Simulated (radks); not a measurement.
Values are calculated unless marked as measured or tabulated.
Problem. Ionisation ladder of promethium, from Pm XXIII to Pm XLIV. Each ion is in the ground configuration listed by NIST, and IE = E(next ion) - E(this ion). Code: a radial shooting solver on a logarithmic mesh with Libxc functionals. Model: Dirac Kohn-Sham, exchange-only PBE, spin-unpolarised, spherical densities, finite nucleus; open shells fill j = l - 1/2 first; Fermi nuclear charge, rms radius 4.962 fm.

species         configuration  IE, Delta-SCF (eV)  -e(HOMO) (eV)   HOMO  <r> HOMO (bohr)
Pm XXIII             [Kr] 4d3              688.74         669.43  4d3/2            0.586
Pm XXIV              [Kr] 4d2              727.75         708.14  4d3/2            0.579
Pm XXV               [Kr] 4d1              767.36         747.46  4d3/2            0.572
Pm XXVI                  [Kr]              916.75         896.61  4p3/2            0.565
Pm XXVII    [Ar] 3d10 4s2 4p5              957.26         936.95  4p3/2            0.561
Pm XXVIII   [Ar] 3d10 4s2 4p4              998.12         977.64  4p3/2            0.556
Pm XXIX     [Ar] 3d10 4s2 4p3              1039.3         1018.6  4p3/2            0.552
Pm XXX      [Ar] 3d10 4s2 4p2                   ?         1095.0  4p1/2            0.530
Pm XXXI     [Ar] 3d10 4s2 4p1              1159.6         1137.9  4p1/2            0.526
Pm XXXII        [Ar] 3d10 4s2                   ?         1247.4  4s1/2            0.522
Pm XXXIII       [Ar] 3d10 4s1              1313.1         1291.0  4s1/2            0.519
Pm XXXIV            [Ar] 3d10              2249.0         2200.5  3d5/2            0.230
Pm XXXV              [Ar] 3d9              2347.0         2297.8  3d5/2            0.228
Pm XXXVI             [Ar] 3d8              2446.5         2396.5  3d5/2            0.225
Pm XXXVII            [Ar] 3d7              2547.5         2496.8  3d5/2            0.223
Pm XXXVIII           [Ar] 3d6              2650.0         2598.5  3d5/2            0.221
Pm XXXIX             [Ar] 3d5              2753.9         2701.7  3d5/2            0.219
Pm XL                [Ar] 3d4                   ?         2836.6  3d3/2            0.213
Pm XLI               [Ar] 3d3              2998.4         2944.0  3d3/2            0.211
Pm XLII              [Ar] 3d2              3107.9         3052.9  3d3/2            0.209
Pm XLIII             [Ar] 3d1                   ?         3163.2  3d3/2            0.208
Pm XLIV                  [Ar]              3523.1         3474.5  3p3/2            0.237

Estimate the withheld Delta-SCF values.

Solution. Pm XXX: 1116.4 eV (NIST 1113); Pm XXXII: 1269.2 eV (NIST 1261); Pm XL: 2890.2 eV (NIST 2892); Pm XLIII: 3218.8 eV (NIST 3219).

Beside tabulated values, note that spin-unpolarised runs miss the spin-polarisation part of the exchange energy of open shells.
